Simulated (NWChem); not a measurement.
# ZnH, doublet; SMILES [ZnH]

All runs: NWChem. Spin-unrestricted. The spin multiplicity was typed, not searched, and may not be the lowest. No stability test was run on the SCF state. Each level has its own optimisation; frequencies are unscaled.

| level | r H–Zn (Å) | highest harmonic frequency (cm⁻¹) | zero-point energy (kcal/mol) |
|---|---|---|---|
| CAM-B3LYP/def2-SVP | 1.628 | 1471 | 2.1 |
| PBE0/def2-TZVP | 1.616 | 1558 | 2.2 |
| BLYP/def2-SVP | 1.662 | 1335 | 1.9 |
| PBE/def2-SVP | 1.643 | 1418 | 2.0 |
| PBE0/def2-SVP | 1.634 | 1490 | 2.1 |
